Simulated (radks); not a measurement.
Question: Coherent X-ray form factor from a spherical all-electron density. Calculated with a radial shooting solver on a logarithmic mesh with Libxc functionals: non-relativistic Kohn-Sham, PBE, spin-polarised, spherical densities, point nucleus.

sin(theta)/lambda (1/angstrom),f0 (electrons)
0.05,59.496
0.1,56.341
0.15,52.958
0.2,49.552
0.25,46.179
0.3,42.994
0.4,37.513
0.5,33.086
0.6,29.365
0.8,23.487
1,19.507
1.25,16.412
1.5,14.210
2,10.383

The species is in the configuration that NIST lists as its ground one. Which atom or ion scatters so?

Answer: Neutral promethium, [Xe] 4f5 6s2. Extrapolating in s^2 from the first two rows gives f0(0) = 60.5, near the electron count 61; among species with that count, the fall with angle is slower the higher Z, and the table is that of Z = 61; from so few rows the species is fixed only to a neighbour or two.
